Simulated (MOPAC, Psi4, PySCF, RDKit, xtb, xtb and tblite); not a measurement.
Two geometries of C₁₁H₈O₂, SMILES c1ccc(-c2occc2)cc1C=O, relaxed at GFN2-xTB with one dihedral held; other torsions can differ between them too.

Structure A

```
21

O      3.1403     2.3951     0.0672
C      3.2832     1.2208     0.2927
C      2.2084     0.2206     0.3116
C      2.4930    -1.1196     0.5746
C      1.4713    -2.0509     0.5826
C      0.1687    -1.6584     0.3295
C     -0.1353    -0.3176     0.0846
C     -1.4993     0.0839    -0.2264
C     -1.9801     1.0386    -1.0844
C     -3.3860     1.0250    -0.9436
C     -3.6576     0.0818    -0.0006
O     -2.5277    -0.4895     0.4409
C      0.8958     0.6143     0.0628
H      4.2860     0.7997     0.5101
H      3.5119    -1.4225     0.7678
H      1.6894    -3.0905     0.7769
H     -0.6295    -2.3856     0.3325
H     -1.4043     1.6503    -1.7480
H     -4.0925     1.6349    -1.4681
H     -4.5792    -0.2589     0.4285
H      0.6950     1.6568    -0.1323
```

Structure B

```
21

O     -4.4523     0.9637     0.5680
C     -3.2933     1.2088     0.3526
C     -2.2072     0.2204     0.3231
C     -2.4866    -1.1274     0.5538
C     -1.4675    -2.0589     0.5301
C     -0.1660    -1.6571     0.2765
C      0.1255    -0.3168     0.0342
C      1.5138     0.1130    -0.2028
C      2.4057     0.7356     0.6217
C      3.5781     0.9392    -0.1470
C      3.3065     0.4367    -1.3802
O      2.0603    -0.0628    -1.4259
C     -0.8976     0.6200     0.0674
H     -2.9560     2.2460     0.1532
H     -3.5084    -1.4158     0.7502
H     -1.6816    -3.1013     0.7130
H      0.6333    -2.3831     0.2582
H      2.2481     1.0025     1.6467
H      4.4890     1.3976     0.1786
H      3.8903     0.3774    -2.2771
H     -0.6766     1.6630    -0.1098
```

Q: Which is lower in energy at the level PBE0-D3(BJ)/def2-SVP // GFN2-xTB (Psi4 1.11), and by how much?

A: A is lower, by 4.03 kcal/mol (dihedral C6–C7–C8–O12: 40° in A, 80° in B).

E(B) − E(A) in kcal/mol at the other levels, on the same two geometries: GFN2-xTB (xtb and tblite) 3.35; MMFF94 // GFN2-xTB (RDKit) 2.92; PBE0/def2-SVP // GFN2-xTB (Psi4) 3.96; PBE/def2-SVP // GFN2-xTB (Psi4) 4.37; PBE-D3(BJ)/def2-SVP // GFN2-xTB (Psi4) 4.47; UFF // GFN2-xTB (RDKit) 4.90; PM7, restricted, heats of formation // GFN2-xTB (MOPAC) 0.91; AM1, restricted, heats of formation // GFN2-xTB (MOPAC) 1.71; GFN1-xTB // GFN2-xTB (xtb) 3.72; restricted B3LYP/6-31G*, spherical d, density fitting // GFN2-xTB (PySCF) 3.82; restricted B3LYP/LANL2DZ, density fitting // GFN2-xTB (PySCF) 4.13.
